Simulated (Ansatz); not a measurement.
The cluster Ba6O6⁺, relaxed as a doublet with UKS PBE-D4/def2-SVP in Ansatz, starting from the GFN1-xTB geometry. Force threshold 0.03 eV/Å.

In the def2 sets Ba takes a core potential; there is no spin–orbit coupling. The relaxation made no stability test and no search for a lower SCF solution. The structure comes from a short search, and lower isomers may exist.

Start:

Cartesian coordinates in Å:
```
Ba 2.6392 -1.2136 0.0740
Ba 0.7045 2.0028 -1.4075
Ba -2.6331 0.7834 -0.6140
Ba -0.7364 -2.2740 1.3267
Ba -0.2769 1.4429 2.1098
Ba -0.2120 -1.8460 -2.4891
O -0.8379 0.3222 -2.2753
O 1.7804 0.1460 1.7536
O -1.8741 -0.3203 1.4201
O 1.7123 0.9177 0.4837
O -1.0502 2.5249 0.0954
O 0.7843 -2.4862 -0.4773
```

```
        step  energy (eV)  largest force component (eV/Å)  SCF passes
           1  -16432.9782                           2.554          46
           2  -16433.8485                           0.462          31
           3  -16433.9308                           0.198          29
           4  -16434.0394                           0.240          32
           5  -16434.1417                           0.433          32
           6  -16434.1675                           0.136          28
           7  -16434.1733                           0.065          24
8 (rejected)  -16434.1720                           0.103          28
           9  -16434.1751                           0.039          24
          10  -16434.1759                           0.009          24
```

Force components are those of the run's own axes.

End:

```xyz
12

Ba    2.920   -1.304   -0.028
Ba    0.665    1.941   -1.488
Ba   -2.761    0.906   -0.569
Ba   -0.491   -2.081    1.462
Ba   -0.350    1.687    2.179
Ba   -0.059   -1.863   -2.735
O    -0.941    0.210   -2.098
O     1.418   -0.260    1.740
O    -1.803   -0.135    1.429
O     1.586    0.747    0.647
O    -1.050    2.513    0.034
O     0.867   -2.362   -0.572
```

By distances, no bond broke or formed, bridged metal pairs apart. The bond that changes most is Ba4–O8, from 3.52 to 2.65 Å (atoms count from 1). Metal–metal contacts that move far: Ba1–Ba5 4.44 to 4.95 Å. The end is the same structure that another start reached, the lowest one found.

No frequencies were taken in this run, so the end may be a saddle point.

It took 2.7 min on 4 threads of Arm Neoverse V2 on a shared host, peak host memory 0.65 GiB.
